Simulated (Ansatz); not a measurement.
`N#[C][AlH2]` + `BC1C[SiH2]1` → `[AlH2][CH]1C[SiH2]1` + `BC#N`  (redistribution)

Gas-phase electronic energies from Ansatz, PBE0-D4/def2-TZVP geometries. CBS: MP2 limit from def2 TZ/QZ plus the TZ coupled-cluster correction, frozen cores. This one scheme is used for every species. Functionals use def2-TZVPP.

`N#[C][AlH2]`:

```xyz
5

N    -1.401    1.843   -0.512
C    -0.719    0.946   -0.263
Al    0.426   -0.560    0.156
H     0.117   -1.916   -0.578
H     1.578   -0.313    1.197
```

`BC1C[SiH2]1`:

Z-matrix (Å, degrees):
```
Si
C 1 1.928
B 1 2.466 2 37.4
C 1 1.848 2 47.3 3 -128.1
H 1 1.475 2 114.3 3 123.3
H 1 1.472 2 122.9 3 -25.8
H 2 1.089 1 109.8 3 -122.6
H 3 1.197 1 124.2 2 103.4
H 3 1.202 1 92.9 2 -126.9
H 4 1.084 1 119.4 2 -109.5
H 4 1.086 1 115.6 2 109.4
```

`[AlH2][CH]1C[SiH2]1`:

```xyz
11

Al   -0.911   -1.656    0.015
C    -0.499    0.129   -0.532
C    -0.264    1.351    0.361
Si    1.290    0.439   -0.011
H    -0.955   -2.004    1.566
H    -1.086   -2.773   -1.099
H    -0.632    0.355   -1.589
H    -0.662    1.305    1.370
H    -0.410    2.320   -0.106
H     2.246    0.957   -1.009
H     1.883   -0.424    1.035
```

`BC#N`:

```xyz
5

B     0.462   -0.346   -0.198
C    -0.690    0.517    0.296
N    -1.564    1.172    0.670
H     1.324   -0.644    0.564
H     0.469   -0.699   -1.333
```

```tsv
level	ΔE (eV)
BLYP-D4	0.56
BHLYP-D4	0.56
HF/def2-SVP	0.52
MP2/def2-SVP	0.66
MP2/def2-TZVPP	0.67
CCSD/def2-TZVPP	0.62
MP2/def2-QZVPP	0.67
SCS-MP2/def2-QZVPP	0.63
```

(1) What does CCSD(T)/CBS give? (Estimate.)

Largest T1 diagnostic among the species: 0.014.

## Answers

(1) Ansatz gave: +0.63 eV. The listed levels differ from it by -0.07, -0.07, -0.11, 0.03, 0.04, -0.01, 0.04, 0.00 eV.

Leaving LDA and LC-ωPBE aside and taking each functional with its dispersion term where it has one, the values, not all of them listed here, spread over 0.09 eV, from BLYP-D4 to ωB97M-V. LDA lies +0.05 eV from PBE without D4. In def2-TZVPP, CCSD(T) changes the Hartree–Fock value by +0.12 eV (the triples alone add +0.02 eV) and MP2 by +0.15 eV.
